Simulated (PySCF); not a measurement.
C$_{2}$H$_{9}$ClOSi$_{2}$ (SMILES C[Si](C)(Cl)O[SiH3]), singlet, geometry from GFN2-xTB; DF-CAMB3LYP/def2-TZVPP run with PySCF.

PySCF was given this input:
```python
from pyscf import gto, scf, dft

mol = gto.Mole()
mol.atom = '''
    C    -1.19236893   -1.91836454    0.11442451
    Si   -0.69394260   -0.09337224   -0.04142804
    C    -1.85625804    0.92181476   -1.14464895
    Cl   -0.59841282    0.73436151    1.80465579
    O     0.78883176    0.00393920   -0.68913206
    Si    2.40190631   -0.09753521   -0.85665340
    H    -2.18455741   -2.02365203    0.54241760
    H    -0.50018269   -2.46204192    0.75185574
    H    -1.19704543   -2.40567413   -0.85574369
    H    -1.53353236    1.95721193   -1.20946965
    H    -1.88558091    0.52316365   -2.15383912
    H    -2.87000610    0.91670208   -0.75613776
    H     3.02065716    0.33694158    0.39314342
    H     2.69425848    0.79313774   -1.97587493
    H     2.69862270   -1.49944493   -1.14795651
'''
mol.basis = 'def2-tzvpp'
mol.verbose = 4
mol.max_memory = 1800
mol.build()

mf = dft.RKS(mol)
mf.xc = 'camb3lyp'
mf = mf.density_fit(auxbasis='def2-universal-jkfit')
mf.kernel()
```

What the program printed (banner, timings and long lists left out):

```
PySCF version 2.14.0

[INPUT] verbose = 4
[INPUT] num. atoms = 15
[INPUT] num. electrons = 74
[INPUT] charge = 0
[INPUT] spin (= nelec alpha-beta = 2S) = 0
[INPUT] symmetry False subgroup None
[INPUT] Mole.unit = angstrom
[INPUT] Symbol           X                Y                Z      unit          X                Y                Z       unit  Magmom
[...]
nuclear repulsion = 462.295750695531
number of shells = 129
number of NR pGTOs = 471
number of NR cGTOs = 345
basis = def2-tzvpp
ecp = {}

******** <class 'pyscf.df.df_jk.DFRKS'> ********
method = DFRKS
initial guess = minao
damping factor = 0
level_shift factor = 0
DIIS = <class 'pyscf.scf.diis.CDIIS'>
diis_start_cycle = 1
diis_space = 8
diis_damp = 0
SCF conv_tol = 1e-09
SCF conv_tol_grad = None
SCF max_cycles = 50
direct_scf = False
XC library pyscf.dft.libxc version 7.1.2
    S. Lehtola, C. Steigemann, M. J. T. Oliveira, and M. A. L. Marques,  SoftwareX 7, 1–5 (2018)
XC functionals = camb3lyp
    T. Yanai, D. P. Tew, and N. C. Handy,  Chem. Phys. Lett. 393, 51 (2004)
radial grids:
    Treutler-Ahlrichs [JCP 102, 346 (1995); DOI:10.1063/1.469408] (M4) radial grids

becke partition: Becke, JCP 88, 2547 (1988); DOI:10.1063/1.454033
pruning grids: <function nwchem_prune>
grids dens level: 3
symmetrized grids: False
atomic radii adjust function: <function treutler_atomic_radii_adjust>
small_rho_cutoff = 0
Set gradient conv threshold to 3.16228e-05
Initial guess from minao.
tot grids = 187832
******** <class 'pyscf.df.df.DF'> ********
auxbasis = def2-universal-jkfit
Create RSH-DF object <pyscf.df.df.DF object> for omega=0.33
******** <class 'pyscf.df.df.DF'> ********
auxbasis = auxmol.basis = def2-universal-jkfit
init E= -1196.59850245081
[...]
cycle= 1 E= -1196.13121690182  delta_E= 0.467  |g|= 0.864  |ddm|= 2.81
[...]
cycle= 2 E= -1196.05066476625  delta_E= 0.0806  |g|= 1.12  |ddm|= 1.03
[...]
cycle= 3 E= -1196.26413711823  delta_E= -0.213  |g|= 0.114  |ddm|= 0.626
[...]
cycle= 4 E= -1196.26655849799  delta_E= -0.00242  |g|= 0.0378  |ddm|= 0.0987
[...]
cycle= 5 E= -1196.26684706681  delta_E= -0.000289  |g|= 0.00433  |ddm|= 0.0262
[...]
cycle= 6 E= -1196.26685129977  delta_E= -4.23e-06  |g|= 0.00179  |ddm|= 0.00596
[...]
cycle= 7 E= -1196.26685192763  delta_E= -6.28e-07  |g|= 0.000255  |ddm|= 0.00166
[...]
cycle= 8 E= -1196.26685194593  delta_E= -1.83e-08  |g|= 7.69e-05  |ddm|= 0.000444
[...]
cycle= 9 E= -1196.26685194741  delta_E= -1.48e-09  |g|= 2.8e-05  |ddm|= 0.000103
[...]
cycle= 10 E= -1196.26685194763  delta_E= -2.19e-10  |g|= 7.85e-06  |ddm|= 3.23e-05
[...]
Extra cycle  E= -1196.26685194763  delta_E= -6.37e-12  |g|= 6.3e-06  |ddm|= 1.09e-05
converged SCF energy = -1196.26685194763
```
